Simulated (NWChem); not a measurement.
System: GeBrCl, singlet; SMILES [Cl][Ge][Br]

```xyz
3

Ge     0.7897    -0.6161     0.0000
Cl    -0.9674    -1.9750     0.0000
Br    -0.2522     1.5226     0.0000
```
Atoms are numbered in this order, from 1.

Low-valent species are run as closed-shell singlets; no triplet was tried in these runs. Structure relaxed at the B3LYP/6-31G* (spherical d) level.

Symmetry labels are those of Cs in the frame above (b1 and b2, or b-type labels, depend on it).

Problem. List the 6 lowest vertical singlet excitations from PBE/def2-SVPD, full TDDFT (NWChem).

Solution. 
| state | energy (eV) | oscillator strength | symmetry | leading excitation (squared amplitude) |
|---|---|---|---|---|
| S1 | 3.24 | 0.002 | a" | HOMO → LUMO (0.68) |
| S2 | 3.47 | 0.005 | a" | HOMO−1 → LUMO (0.69) |
| S3 | 4.10 | 0.036 | a' | HOMO−2 → LUMO (0.93) |
| S4 | 4.70 | 0.007 | a" | HOMO−4 → LUMO (0.97) |
| S5 | 4.98 | 0.009 | a' | HOMO−3 → LUMO (0.89) |
| S6 | 5.62 | 0.001 | a" | HOMO−5 → LUMO (0.99) |
